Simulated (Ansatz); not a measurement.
`[Cl][GeH2][NH][SiH](Cl)Cl` + H₂Se → `[Cl][GeH2][SeH]` + `N[SiH](Cl)Cl`  (ligand exchange at a Ge–N bond)

Calculated with Ansatz (gas phase, PBE0-D4/def2-TZVP geometries, no zero-point term in ΔE). CBS: MP2 limit from def2 TZ/QZ plus the TZ coupled-cluster correction, frozen cores. Functionals use def2-TZVPP. B3LYP here is the variant with VWN-RPA as its local correlation; programs differ in this. For Ge, Se outer-core shells are correlated without core-valence functions, which leaves a few kJ/mol of doubt a bond. Scalar relativity is left out up to krypton. One conformer a species, not always the lowest.

| level | ΔE (kcal/mol) | difference from CCSD(T)/CBS |
| --- | --- | --- |
| PBE-D4 | -9.5 | -2.3 |
| PBE0-D4 | -9.3 | -2.1 |
| B3LYP-D4 | -8.0 | -0.8 |
| B3LYP | -10.1 | -2.9 |
| HF/def2-TZVPP | -8.6 | -1.4 |
| MP2/def2-TZVPP | -6.6 | 0.6 |
| HF/def2-QZVPP | -8.5 | -1.3 |
| MP2/def2-QZVPP | -7.2 | 0.0 |
| SCS-MP2/def2-QZVPP | -6.9 | 0.3 |
| CCSD/CBS(def2) | -7.5 | -0.3 |
| CCSD(T)/CBS | -7.2 | 0 |

Largest T1 diagnostic among the species: 0.010.

The D4 term adds +2.1 kcal/mol with B3LYP and +1.3 kcal/mol with PBE0; it sums over pairs of atoms, weighted by their polarisabilities, and B3LYP, whose exchange is more repulsive, gets the larger term. In def2-TZVPP, CCSD(T) changes the Hartree–Fock value by +2.4 kcal/mol (the triples alone add +0.3 kcal/mol) and MP2 by +2.0 kcal/mol.
